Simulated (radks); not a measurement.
Results of a calculation; reference values are marked as such.
Yb IV, configuration [Kr] 4d10 4f13 5p6 5d2 (not the ground configuration). Code: a radial shooting solver on a logarithmic mesh with Libxc functionals. Model: scalar-relativistic Kohn-Sham, SCAN, spin-polarised, spherical densities, finite nucleus; open shells are filled with parallel spins first (spin-orbit coupling, left out, can overturn this in heavy ions); meta-GGA in the generalised Kohn-Sham scheme; Fermi nuclear charge, rms radius 5.3108 fm. Some entries of the table are withheld. Estimate them.

orbital,occ.,eigenvalue (hartree),<r> (bohr),<r^2> (bohr^2)
1s down,1,-2254.729,0.01966,0.0005300
1s up,1,-2254.729,0.01966,0.0005300
2s up,1,-384.2160,0.08329,0.008204
2s down,1,-384.2125,0.08329,0.008204
2p up,3,-338.6746,0.07414,0.006714
2p down,3,-338.6715,0.07414,0.006714
3s up,1,-88.22615,0.2164,0.05356
3s down,1,-88.20550,0.2164,0.05354
3p up,3,-74.40468,0.2161,0.05414
3p down,3,-74.38288,0.2161,0.05412
3d up,5,-57.56390,0.1962,0.04516
3d down,5,-57.54469,0.1962,0.04514
4s up,1,-18.82562,0.4876,0.2683
4s down,1,-18.77744,0.4877,0.2684
4p up,3,-14.26576,0.5175,0.3047
4p down,3,-14.21846,0.5176,0.3048
4d up,5,-8.24361,0.5587,0.3622
4d down,5,-8.19532,0.5588,0.3622
5p up,3,-2.36014,1.354,2.073
5p down,3,-2.29877,1.347,2.050
4f up,7,-1.65568,0.7135,(1)
4f down,6,-1.60211,0.7111,(2)
5d up,2,-1.07705,1.905,4.169

Answer. 
(1) 4f up <r^2> (bohr^2): 0.6536
(2) 4f down <r^2> (bohr^2): 0.6475
